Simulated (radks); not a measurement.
Charge is removed step by step from the 2p3/2 level of the promethium ion Pm+, starting from [He] 2s2 2p(1/2: 2, 3/2: 4) 3s2 3p6 3d10 4s2 4p6 4d10 4f5 5s2 5p6 6s1. Calculated with a radial shooting solver on a logarithmic mesh with Libxc functionals: Dirac Kohn-Sham, PBE, spin-unpolarised, spherical densities, point nucleus; open shells fill j = l - 1/2 first.

removed (e)  E - E(0) (eV)  eigenvalue (eV)  E minus straight line (eV)
0                    0.000          -6367.2                       0.000
0.25                1597.3          -6410.9                     -16.557
0.5                 3205.5          -6455.0                     -22.133
0.75                4824.8          -6499.5                     -16.640
1                   6455.2          -6544.2                       0.000

Removing the whole electron costs 6455.2 eV by Delta-SCF, against 6367.2 eV from minus the eigenvalue at the starting occupation. Slater's transition state (half an electron removed) gives 6455.0 eV. Integrating minus the eigenvalue over the occupation (Janak's theorem) gives 6455.2 eV. The mean slope of the eigenvalue, de/dn, is 177 eV per electron.
